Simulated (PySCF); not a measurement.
**What settings do to a single point of Nd(BH4)3**

The sound run of Nd(BH4)3 (singlet in the valence; each metal's 4f electrons, 3 of them, lie in its core potential, out of spins and levels) uses PySCF 2.14.0, RKS TPSS, Nd lcecp-1-SVP with ECP49, B def2-SVP, H def2-SVP; non-relativistic Hamiltonian with scalar-relativistic core potentials where named; density fitting; no spin-orbit coupling, grid (50, 194), threshold 1e-8 Eh and 55 cycles, at the relaxed geometry:

```xyz
16

Nd    0.0000    0.0000    0.0000
B     2.5324    0.0120    0.0000
H     3.7367   -0.0093    0.0000
H     2.0198   -0.5741    0.9941
H     2.0198   -0.5741   -0.9941
H     2.0451    1.1652    0.0000
B    -1.2766    2.1871    0.0000
H    -1.8603    3.2407    0.0000
H    -0.5127    2.0363    0.9941
H    -0.5127    2.0363   -0.9941
H    -2.0316    1.1885    0.0000
B    -1.2558   -2.1991    0.0000
H    -1.8764   -3.2315    0.0000
H    -1.5071   -1.4621    0.9941
H    -1.5071   -1.4621   -0.9941
H    -0.0135   -2.3537    0.0000
```

There Nd1 has a Mulliken charge of 0.62 e and the dipole about the centre of mass is 0.00 D. Each run below changes one thing and starts from free metal ions and neutral atoms unless it says otherwise; with 55 cycles, smearing, a level shift and second-order steps follow where DIIS fails, and their cycles count. Energy shifts count from the sound run. On f atoms grids over 110 angular points are at least (60, 302).

| change | outcome | cycles | energy shift (eV) | largest force component (eV/Å) | charge on Nd1 (e) | dipole about the centre of mass (D) |
| --- | --- | --- | --- | --- | --- | --- |
| grid (99, 590) | converged | 8 | -0.0005 | 0.00 | 0.62 | 0.00 |
| spin (2S) set to 12, limit 94 cycles | converged | 23 | 43.44 | 6.96 | -2.63 | 0.01 |
| start from the bare core Hamiltonian, limit 70 cycles | converged | 12 | 0.0000 | 0.01 | 0.62 | 0.00 |

Problem. How does the run with this change end: threshold 1e-05?

Solution. outcome converged, cycles 6, energy shift (eV) 0.0000, largest force component (eV/Å) 0.01, charge on Nd1 (e) 0.62, dipole about the centre of mass (D) 0.00.

Unsound on purpose, so not properties of the compound: spin (2S) set to 12, limit 94 cycles.

Forces carry noise of the integration grid, about 0.01 to 0.03 eV/Å.

No frequency check is given that shows the relaxed geometry to be a minimum. An lcecp potential fixes the number of 4f electrons, so in runs with it no electron can move into or out of that shell.
